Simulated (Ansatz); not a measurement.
Computed with Ansatz on PBE0-D4/def2-TZVP structures; ΔE is electronic, products minus reactants. CCSD(T)/CBS adds triple-zeta CCSD(T) − MP2 to the extrapolated MP2 energy (def2 sets, frozen cores). DFT in def2-TZVPP. B3LYP here is the variant with VWN-RPA as its local correlation; programs differ in this. Each species was taken in one conformer, which may not be the lowest.

`CB(F)BCl` + `O[SiH2]O[SiH2][SiH3]` → `[SiH3][SiH2]OBCl` + `CB(F)[SiH2]O`  (redistribution)

| level | ΔE (kJ/mol) | difference from CCSD(T)/CBS |
| --- | --- | --- |
| PBE-D4 | -17.9 | -16.0 |
| r2SCAN-D4 | -9.1 | -7.2 |
| PBE0-D4 | -11.7 | -9.8 |
| B3LYP-D4 | -6.0 | -4.1 |
| ωB97X-V | -6.0 | -4.1 |
| ωB97M-V | -6.1 | -4.2 |
| B2PLYP | -4.8 | -2.9 |
| PBE | -19.2 | -17.3 |
| r2SCAN | -9.5 | -7.6 |
| PBE0 | -13.0 | -11.1 |
| B3LYP | -8.0 | -6.1 |
| HF/def2-TZVPP | 7.6 | 9.5 |
| MP2/def2-TZVPP | -2.0 | -0.1 |
| SCS-MP2/def2-TZVPP | -0.2 | 1.7 |
| CCSD/def2-TZVPP | -1.8 | 0.1 |
| CCSD(T)/def2-TZVPP | -4.3 | -2.4 |
| HF/def2-QZVPP | 9.1 | 11.0 |
| MP2/def2-QZVPP | -0.1 | 1.8 |
| SCS-MP2/def2-QZVPP | 1.7 | 3.6 |
| HF/CBS(def2) | 9.3 | 11.2 |
| MP2/CBS(def2) | 0.4 | 2.3 |
| CCSD/CBS(def2) | 0.7 | 2.6 |
| CCSD(T)/CBS | -1.9 | 0 |

Largest T1 diagnostic among the species: 0.013.

In def2-TZVPP, CCSD(T) changes the Hartree–Fock value by −11.9 kJ/mol (the triples alone add −2.5 kJ/mol) and MP2 by −9.6 kJ/mol. From PBE to PBE0 (25 % exact exchange), in def2-TZVPP and without D4, ΔE moves by +6.2 kJ/mol.
